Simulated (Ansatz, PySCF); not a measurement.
Torsion H3–S1–Ga2–H4 in GaH3S (SMILES [SH][GaH2]); at each angle all else is relaxed with GFN2-xTB, and the levels are single points there.
Geometry at 0° (charge 0, multiplicity 1):
```xyz
5

S      1.5010    -0.6110     0.4720
Ga    -0.6344    -0.1836     0.1178
H      1.8743     0.3141    -0.4123
H     -1.0574     0.9196    -0.9160
H     -1.7859    -0.9388     0.8582
```
Energies count from the point at 0°.

Correlated levels freeze the cores. Filled d and f shells under p-block atoms count as core. CBS(a, b) extrapolates the correlation energy as X⁻³ and adds the Hartree–Fock energy of set b. Rows in 6-31G* carry no dispersion term and start afresh at each structure (6-31G* with six Cartesian d functions); the Pople sets are all-electron and without relativity.

Run with Ansatz (a quantum-chemistry and plane-wave program); PySCF for 6-31G* rows, M06-2X. Each number belongs to the level named beside it.

Energies in meV.

```json
[
 {"dihedral (°)": "0", "HF/def2-SVP": "0.0", "r2SCAN/def2-TZVPP": "0.0", "B3LYP/6-31G*": "0.0", "M06-2X/def2-TZVPP": "0.0", "CCSD/def2-TZVPP": "0.0", "CCSD(T)/CBS(def2-TZVPP, def2-QZVPP)": "0.0"},
 {"dihedral (°)": "30", "HF/def2-SVP": "72.2", "r2SCAN/def2-TZVPP": "80.9", "B3LYP/6-31G*": "79.8", "M06-2X/def2-TZVPP": "74.2", "CCSD/def2-TZVPP": "71.6", "CCSD(T)/CBS(def2-TZVPP, def2-QZVPP)": "70.9"},
 {"dihedral (°)": "60", "HF/def2-SVP": "233.5", "r2SCAN/def2-TZVPP": "270.4", "B3LYP/6-31G*": "269.6", "M06-2X/def2-TZVPP": "246.8", "CCSD/def2-TZVPP": "237.2", "CCSD(T)/CBS(def2-TZVPP, def2-QZVPP)": "234.0"},
 {"dihedral (°)": "90", "HF/def2-SVP": "327.0", "r2SCAN/def2-TZVPP": "388.6", "B3LYP/6-31G*": "389.6", "M06-2X/def2-TZVPP": "352.7", "CCSD/def2-TZVPP": "337.1", "CCSD(T)/CBS(def2-TZVPP, def2-QZVPP)": "331.0"},
 {"dihedral (°)": "120", "HF/def2-SVP": "238.6", "r2SCAN/def2-TZVPP": "278.9", "B3LYP/6-31G*": "277.7", "M06-2X/def2-TZVPP": "253.8", "CCSD/def2-TZVPP": "243.9", "CCSD(T)/CBS(def2-TZVPP, def2-QZVPP)": "240.6"},
 {"dihedral (°)": "150", "HF/def2-SVP": "75.5", "r2SCAN/def2-TZVPP": "85.7", "B3LYP/6-31G*": "84.5", "M06-2X/def2-TZVPP": "78.3", "CCSD/def2-TZVPP": "75.7", "CCSD(T)/CBS(def2-TZVPP, def2-QZVPP)": "75.0"},
 {"dihedral (°)": "180", "HF/def2-SVP": "0.0", "r2SCAN/def2-TZVPP": "0.2", "B3LYP/6-31G*": "0.1", "M06-2X/def2-TZVPP": "0.1", "CCSD/def2-TZVPP": "0.0", "CCSD(T)/CBS(def2-TZVPP, def2-QZVPP)": "0.1"},
 {"dihedral (°)": "210", "HF/def2-SVP": "75.7", "r2SCAN/def2-TZVPP": "85.9", "B3LYP/6-31G*": "84.8", "M06-2X/def2-TZVPP": "78.6", "CCSD/def2-TZVPP": "75.9", "CCSD(T)/CBS(def2-TZVPP, def2-QZVPP)": "75.2"},
 {"dihedral (°)": "240", "HF/def2-SVP": "238.6", "r2SCAN/def2-TZVPP": "278.9", "B3LYP/6-31G*": "277.8", "M06-2X/def2-TZVPP": "253.8", "CCSD/def2-TZVPP": "243.8", "CCSD(T)/CBS(def2-TZVPP, def2-QZVPP)": "240.6"},
 {"dihedral (°)": "270", "HF/def2-SVP": "327.0", "r2SCAN/def2-TZVPP": "388.6", "B3LYP/6-31G*": "389.6", "M06-2X/def2-TZVPP": "352.7", "CCSD/def2-TZVPP": "337.1", "CCSD(T)/CBS(def2-TZVPP, def2-QZVPP)": "331.0"},
 {"dihedral (°)": "300", "HF/def2-SVP": "233.6", "r2SCAN/def2-TZVPP": "270.5", "B3LYP/6-31G*": "269.6", "M06-2X/def2-TZVPP": "246.8", "CCSD/def2-TZVPP": "237.3", "CCSD(T)/CBS(def2-TZVPP, def2-QZVPP)": "234.0"},
 {"dihedral (°)": "330", "HF/def2-SVP": "72.0", "r2SCAN/def2-TZVPP": "80.7", "B3LYP/6-31G*": "79.8", "M06-2X/def2-TZVPP": "74.1", "CCSD/def2-TZVPP": "71.6", "CCSD(T)/CBS(def2-TZVPP, def2-QZVPP)": "70.9"}
]
```
